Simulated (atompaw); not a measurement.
## u(r) = r·R(r): atom against pseudo-atom (V)

Columns: radius, all-electron u(r) and pseudo u(r) of the 4s shell (level -4.72 eV) of vanadium in the configuration [Ar] 3d3 4s2 4p0; PBEsol, scalar-relativistic, PAW (atompaw) scheme, atompaw 4.2.0.5.

```
r (bohr)  all-electron  pseudo
   0.115        0.0639  0.0398
   0.231        0.1542  0.0799
   0.346        0.0330  0.1192
   0.462       -0.1236  0.1583
   0.577       -0.2283  0.1965
   0.692       -0.2655  0.2337
   0.808       -0.2456  0.2703
   0.923       -0.1870  0.3054
   1.038       -0.1062  0.3391
   1.154       -0.0147  0.3716
   1.269        0.0773  0.4023
   1.385        0.1659  0.4314
   1.500        0.2466  0.4583
   1.615        0.3184  0.4833
   1.731        0.3815  0.5063
   1.846        0.4347  0.5268
   1.962        0.4795  0.5451
   2.077        0.5157  0.5609
   2.192        0.5445  0.5742
   2.308        0.5667  0.5850
   2.423        0.5826  0.5931
   2.538        0.5932  0.5985
   2.654        0.5990  0.6013
   2.769        0.6006  0.6013
   2.885        0.5985  0.5986
   3.000        0.5932  0.5932
```

Problem. How many radial nodes do the two functions have?

Solution. The all-electron 4s function has n − l − 1 = 3 (the table is too coarse to show those close to the nucleus); the pseudo-wave has 0, since the states of the same l below it are removed with the core.

Problem. Where does each function peak?

Solution. Outermost all-electron maximum near 2.77 bohr, pseudo maximum near 2.65 bohr (to the table’s step).

Problem. Is the pseudo-wave norm-conserving?

Solution. No, it belongs to a PAW set: the norm inside the radius is not constrained, and the difference is carried by the augmentation charge.
